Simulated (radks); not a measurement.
Spherical jellium clusters: N electrons in a uniform positive sphere of charge N and radius rs N^(1/3), rs = 4.07 bohr. Calculated with a radial shooting solver with Libxc functionals: non-relativistic Kohn-Sham, LDA (Slater exchange, Perdew-Wang correlation), spin-polarised, spherical densities. Levels are named by radial order and angular momentum (1s, 1p, 1d, 2s, ...), and open shells are averaged over m.

N = 14, configuration 1s2 1p6 1d(up 5, down 1). This is the lowest configuration that the search found. Occupied and some empty levels:

level    occupation  eigenvalue (eV)  <r> (bohr)
1s up             1          -4.9726       6.204
1s down           1          -4.6845       5.963
1p up             3          -4.0575       7.387
1p down           3          -3.6957       7.349
1d up             5          -2.9162       8.304
1d down           1          -2.5439       8.391
2s up             0          -2.4015       7.240
2s down           0          -2.2208       7.428
1f up             0          -1.6223       9.233
1f down           0          -1.2794       9.458
2p up             0          -1.1291       9.573
2p down           0         -0.95636       9.894

Energy (eV): total -25.0677, kinetic 24.168, external -641.70, Hartree 316.30, exchange-correlation -50.062, background 326.23.

Electron density:

r (bohr)  n(r) (e/bohr^3)
0.715            0.001906
1.51             0.002121
2.31             0.002476
3.11             0.002939
3.90             0.003451
4.70             0.003921
5.50             0.004230
6.29             0.004252
7.09             0.003907
7.89             0.003220
8.68             0.002342
9.48             0.001496
10.3            0.0008468
11.1            0.0004441
11.9            0.0002179
12.7            0.0001025
13.5           0.00004731
14.3           0.00002117
15.1            9.341e-06
15.8            4.131e-06
